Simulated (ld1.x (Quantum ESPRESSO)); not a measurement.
H: one change to a PAW potential, before and after

```
Element                 : H (Z = 1)
Generator               : ld1.x (Quantum ESPRESSO) 7.5
Type                    : PAW
Functional              : LDA (PZ)
Relativity              : scalar-relativistic
Frozen core             : none
Valence charge          : 1
Reference configuration : 1s1
Partial waves           : 1s (bound): rcut 1.05, rcutus 1.45 bohr; 1s channel at 2.15 Ry: rcut 1.05, rcutus 1.45 bohr
Local potential         : all-electron potential smoothed inside 1.30 bohr (lloc = -1)
Core correction         : none
Augmentation charge     : PSQ, inside the norm-conserving radii
```

Change: wave 1s channel at 2.15 Ry: rcut 1.05, rcutus 1.45 bohr becomes 1s channel at -0.3 Ry: rcut 1.05, rcutus 1.45 bohr.

Cutoffs: the cutoffs (Ry, on a coarse ladder) from which the occupation-weighted sum of valence levels, in a spherical-Bessel basis at the reference potential, stays within 10 and 1 mRy of its value at 400 Ry; they do not see the model core or the augmentation charge, which bear on the density cutoff. Errors are all-electron minus pseudo energies relative to the spin-unpolarised reference configuration.

Task: Predict the effect on cutoff, ghosts and configuration errors.

Result: The potential gets harder (10 Ry and 18 Ry → 12 Ry and 18 Ry); the errors of the 3 common tests hardly move; neither file shows a bound ghost.

```tsv
quantity	base	changed
cutoff, loose	10 Ry	12 Ry
cutoff, tight	18 Ry	18 Ry
bound ghosts	none	none
error for 1s0.5, meV [ΔE 4.64 eV]	0.0	0.0
error for 1s1 (spin-polarised), meV [ΔE -0.90 eV]	0.0	-0.1
error for 1s0.5 (spin-polarised), meV [ΔE 4.26 eV]	0.0	-0.1
s: phases at 1.60 bohr within 0.05 rad from the reference energy up to (Ry; the scan ends near 5)	to the end of the scan	to the end of the scan
lowest overlap eigenvalue by channel	s 0.95	s 0.98
```
